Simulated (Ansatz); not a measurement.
CH4ClFOSSi (`OC(F)(S)[SiH2]Cl`), relaxed with RKS PBE-D4/def2-SVP in Ansatz 0.2.0 from a rough embedded geometry. The force threshold is 0.03 eV/Å; the program also tests the step.

Charge 0, multiplicity 1.

Start:

```xyz
10

O    -0.866    0.823   -1.199
C    -0.145   -0.150   -0.437
F    -1.068   -1.097   -0.277
S     1.151   -0.914   -1.431
Si    0.565    0.274    1.239
Cl   -0.926    1.052    2.469
H    -1.774    0.603   -1.058
H     0.402   -1.066   -2.512
H     1.577    1.357    1.217
H     1.084   -0.882    1.989
```

| step | energy (eV) | largest force (eV/Å) | largest move (Å) |
| --- | --- | --- | --- |
| 1 | -37068.0848 | 3.461 | 0.000 |
| 2 | -37068.5288 | 1.037 | 0.156 |
| 3 | -37068.6020 | 0.628 | 0.088 |
| 4 | -37068.6278 | 1.157 | 0.164 |
| 5 | -37068.6673 | 0.825 | 0.110 |
| 6 | -37068.6955 | 0.554 | 0.117 |
| 7 | -37068.7072 | 0.451 | 0.097 |
| 8 | -37068.7121 | 0.285 | 0.081 |
| 9 | -37068.7161 | 0.114 | 0.102 |
| 10 | -37068.7172 | 0.107 | 0.052 |
| 11 | -37068.7182 | 0.042 | 0.029 |
| 12 (rejected) | -37068.7178 | 0.115 | 0.025 |
| 13 | -37068.7184 | 0.007 | 0.006 |

End:

```xyz
10

O    -0.892    0.606   -1.120
C    -0.168   -0.372   -0.464
F    -1.020   -1.449   -0.154
S     1.196   -0.922   -1.543
Si    0.529    0.272    1.225
Cl   -1.146    1.218    2.057
H    -1.527    0.978   -0.466
H     0.459   -0.801   -2.684
H     1.594    1.303    1.019
H     0.975   -0.833    2.131
```

It took 20 s on 4 threads of an Arm Neoverse V2 on a shared host, with 0.22 GiB of host memory at the peak.
